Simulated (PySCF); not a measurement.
## H₃IO₂: from structure and modes to constants

Method: PySCF, PBE0, basis I def2-TZVP with ECP28, O def2-TZVP, H def2-TZVP (scalar-relativistic core potentials, no spin–orbit coupling, density fitting).

The singlet minimum has C2v symmetry. Masses (u): I 126.90447, O 15.99492, H 1.00782.

```xyz
6
charge 0 multiplicity 1, angstrom
I     0.1342    0.0000    0.0000
O    -0.6039    1.6143    0.0000
O    -0.6039   -1.6143    0.0000
H     0.2333    0.0000    1.6949
H     0.2333    0.0000   -1.6949
H     1.8271    0.0000    0.0000
```

Harmonic wavenumbers (cm⁻¹): 185.8 (a1, ×1), 530.9 (b1, ×1), 552.1 (b2, ×1), 844.3 (a1, ×1), 868.4 (a2, ×1), 894.6 (a1, ×1), 904.0 (b2, ×1), 921.7 (b2, ×1), 1139.9 (b1, ×1), 1908.7 (b1, ×1), 1927.0 (a1, ×1), 1977.8 (a1, ×1).

Problem. Find the principal moments of inertia and the rotational constants. What kind of rotor is it?

Solution. About the centre of mass I = 23.216, 89.159, 100.79 u Å². With B = 16.8576/I this gives 0.7261, 0.1891, 0.1672 cm⁻¹. The molecule is an asymmetric top with κ = -0.92.

Problem. Give the standard entropy (298.15 K, 1 bar) by its translational, rotational, vibrational and spin parts, and Cp.

Solution. Sackur–Tetrode with M = 161.92 u gives 172.3; rotation with symmetry number 2 gives 93.7; vibration 17.5; spin R ln 1 = 0.0. The total is 283.5 J/(mol K), and Cp = 4 R + 29.6 = 62.8 J/(mol K).

This need not be the most stable arrangement of these atoms.
